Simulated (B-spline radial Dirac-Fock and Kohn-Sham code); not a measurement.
# Electron momentum distribution of Ge¹⁷⁺: Compton profiles

System: germanium as Ge¹⁷⁺, [Ne] 3s2 3p3.

Level of theory: the impulse approximation on Dirac-Fock orbitals of the configuration average with a finite nucleus; a radial B-spline solver. pz is in atomic units of momentum; subshell profiles are per electron, for a selection of subshells; open shells are spread over both j values by their weights.

```
  pz    J total   J 1s1/2   J 3s1/2   J 3p3/2
   0      1.348    0.0266     0.210     0.128
0.21      1.344    0.0266     0.208     0.128
0.31      1.339    0.0266     0.206     0.128
0.46      1.328    0.0266     0.201     0.128
0.67      1.307    0.0265     0.191     0.128
0.98      1.261    0.0265     0.172     0.127
 1.4      1.180    0.0264     0.140     0.123
 2.1      1.013    0.0262    0.0854     0.110
 3.1     0.7754    0.0258    0.0344    0.0759
 4.5     0.5407    0.0250    0.0167    0.0304
 6.6     0.3596    0.0234    0.0143   0.00646
 9.6     0.2113    0.0204   0.00430   0.00489
  14    0.09683    0.0155  0.000550   0.00251
  20    0.03916   0.00975  0.000441  0.000608
  30    0.01176   0.00401  0.000185  6.64e-05
  44   0.002922   0.00115  4.19e-05  5.58e-06
  64  0.0005765  0.000242  7.09e-06    < 1e-6
  94  9.055e-05  3.91e-05    < 1e-6    < 1e-6
 140  1.235e-05  5.41e-06    < 1e-6    < 1e-6
```

J(0) = 1.348. The 3s1/2 subshell gives the largest part, 31 %.

Mean momentum ⟨p⟩ by subshell (a.u.): 1s1/2 27.6, 2s1/2 9.54, 2p1/2 12.8, 2p3/2 12.5, 3s1/2 4.95, 3p1/2 5.89, 3p3/2 5.83.

Values without a named source are computed, but for edge energies of neutral atoms, which are taken from tables.
